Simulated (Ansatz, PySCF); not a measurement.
System: sulfur trioxide, SO₃, net charge 0, singlet state. SMILES: O=S(=O)=O
Geometry: optimised at B3LYP-D3(BJ)/def2-TZVP (Ansatz, a first-principles code).

Property: vertical ionisation energy (to the doublet state of charge +1; each state is the SCF solution reached for its spin; the molecule has degenerate orbitals, so one determinant may break the symmetry; the UHF <S^2> is 0.85 for the doublet (pure: 0.75); for the doublet the Hartree-Fock reference is unstable and T1 is 0.028), in eV. Valence correlation only, unless marked. Open shells are spin-unrestricted. Spin-orbit coupling is left out. Non-relativistic. CBS marks a two-point X^-3 extrapolation of the correlation energy; Hartree-Fock from the larger set.

```json
[
 {"level": "HF/aug-cc-pV(T+d)Z", "program": "Ansatz", "vertical ionisation energy (eV)": "12.57"},
 {"level": "SVWN5/def2-TZVPD", "program": "Ansatz", "vertical ionisation energy (eV)": "12.55"},
 {"level": "B3LYP/def2-TZVPD", "program": "Ansatz", "vertical ionisation energy (eV)": "12.76"},
 {"level": "BHLYP/def2-TZVPD", "program": "Ansatz", "vertical ionisation energy (eV)": "13.18"},
 {"level": "M06-2X/def2-TZVPD", "program": "PySCF", "vertical ionisation energy (eV)": "13.27"},
 {"level": "CAM-B3LYP/def2-TZVPD", "program": "Ansatz", "vertical ionisation energy (eV)": "13.04"},
 {"level": "wB97M-V/def2-TZVPD", "program": "Ansatz", "vertical ionisation energy (eV)": "12.99"},
 {"level": "wB97X-V/def2-TZVPD", "program": "Ansatz", "vertical ionisation energy (eV)": "13.01"},
 {"level": "B2PLYP/def2-TZVPD", "program": "Ansatz", "vertical ionisation energy (eV)": "12.65"},
 {"level": "RI-MP2/aug-cc-pV(T+d)Z", "program": "Ansatz", "vertical ionisation energy (eV)": "13.85"},
 {"level": "RI-MP2/aug-cc-pV(Q+d)Z", "program": "Ansatz", "vertical ionisation energy (eV)": "13.94"},
 {"level": "RI-MP2/CBS(aug-cc-pV(T+d)Z,aug-cc-pV(Q+d)Z)", "program": "Ansatz", "vertical ionisation energy (eV)": "14.00"},
 {"level": "CCSD/aug-cc-pV(D+d)Z", "program": "Ansatz", "vertical ionisation energy (eV)": "12.78"},
 {"level": "CCSD(T)/aug-cc-pV(D+d)Z", "program": "Ansatz", "vertical ionisation energy (eV)": "12.59"}
]
```

For comparison, minus the highest occupied orbital energy (PySCF): 11.89 eV at M06-2X/def2-TZVPD, 8.46 eV at M06-L/def2-TZVPD, 14.70 eV at HF/def2-TZVPD.
